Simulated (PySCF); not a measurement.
Delta-SCF ions had no search for a lower state. Excitations are Tamm–Dancoff values on a coarser integration grid. The basis has no diffuse functions, so Rydberg states are missing or too high.

# C3H3F, SMILES `FC1C=C1` (charge 0, multiplicity 1)

Level of theory: PBE-D3(BJ)/def2-TZVP (PySCF 2.14.0).

| Quantity | Value |
|---|---|
| HOMO | -6.93 eV |
| dipole moment | 2.25 D |
| LUMO | -1.52 eV |
| HOMO–LUMO gap | 5.41 eV |
| S1 excitation (TDA) | 5.61 eV |
| S1 oscillator strength | 0.002 |
| brightest of the four lowest singlets (TDA) | 7.47 eV |
| T1 excitation (TDA) | 4.75 eV |
| S1–T1 gap (TDA) | 0.86 eV |
| vertical ionisation energy (Delta-SCF) | 10.73 eV |
| total energy | -215.7142 Ha |
| cost | about 80 core-seconds (a rough figure) |

Bonded distances (Å): F1–C2 1.410, C2–C3 1.469, C2–C4 1.469, C2–H5 1.094, C3–C4 1.312, C3–H6 1.085, C4–H7 1.085. Bond angles (°): F1–C2–C3 118.2, F1–C2–C4 118.2, F1–C2–H5 108.0, C3–C2–C4 53.0, C3–C2–H5 125.2, C4–C2–H5 125.2, C2–C3–C4 63.5, C2–C3–H6 147.1, C4–C3–H6 149.4, C2–C4–C3 63.5, C2–C4–H7 147.1, C3–C4–H7 149.4.
Charge 0, spin multiplicity 1.
